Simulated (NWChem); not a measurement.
GeSe, singlet; SMILES [Ge]=[Se]

Results from NWChem. Pople sets run with spherical d functions. Low-valent species are run as closed-shell singlets; no triplet was tried in these runs. All runs use the structure optimised with PBE0-D3(BJ)/def2-TZVP.

For level B3LYP/6-31G*:

```yaml
dipole (D): 1.72
```

Task: Estimate the same quantities for level B3LYP/6-311G**.

Result: 
| Property | Value |
|---|---|
| dipole (D) | 1.89 |
